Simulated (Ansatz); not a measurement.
`C[Si](C)(C)NN`, 18 atoms. The species carries charge 0 and has multiplicity 1. Hardware: A = 2 threads of an AMD EPYC 7R13 on a shared host and a share of an NVIDIA H100 80 GB; B = 2 threads of an AMD EPYC 7R13 on a shared host. Correlated methods freeze the cores. Open-shell runs search over several starts.

(1) Give the basis size and wall time and peak host memory of each of these runs in Ansatz. direct RPA on PBE orbitals/def2-TZVPP energy [A]; RKS ωB97M-V/def2-SVP energy [B]; UKS ωB97M-V/def2-TZVPP energy of the cation [A]; RKS ωB97M-V/def2-QZVPP energy [A]; RKS PBE0-D4/def2-SVP energy [B]; RHF-MP2/def2-QZVPP energy [A]; UHF-CCSD(T)/def2-TZVPP energy of the cation [A]; UKS PBE-D4/def2-TZVPP energy of the cation [A]; UKS r2SCAN-D4/def2-TZVPP energy of the cation [A]; RHF-CCSD(T)/def2-TZVPP energy [A]; UHF-MP2/def2-QZVPP energy of the cation [A]; RKS r2SCAN0-D4/def2-TZVPP energy [A]. (An estimate is asked.)

## Answers

(1) The calculation gave: Other jobs shared the machine, so times are rough.

```
                                level                       job  functions  wall time  peak host memory (GiB)
            RKS r2SCAN0-D4/def2-TZVPP                energy [A]        365      2.8 s                    0.93
                 RKS PBE0-D4/def2-SVP                energy [B]        148      3.6 s                    0.46
direct RPA on PBE orbitals/def2-TZVPP                energy [A]        365      4.5 s                     1.7
                   RHF-MP2/def2-QZVPP                energy [A]        715        5 s                     1.3
                   UHF-MP2/def2-QZVPP  energy of the cation [A]        715        8 s                     1.5
                UKS PBE-D4/def2-TZVPP  energy of the cation [A]        365      8.5 s                    0.99
               RKS ωB97M-V/def2-QZVPP                energy [A]        715       10 s                     1.4
             UKS r2SCAN-D4/def2-TZVPP  energy of the cation [A]        365       10 s                     1.1
                 RKS ωB97M-V/def2-SVP                energy [B]        148       11 s                     0.6
               RHF-CCSD(T)/def2-TZVPP                energy [A]        365       12 s                    0.88
               UKS ωB97M-V/def2-TZVPP  energy of the cation [A]        365       17 s                     1.2
               UHF-CCSD(T)/def2-TZVPP  energy of the cation [A]        365       70 s                     1.7
```
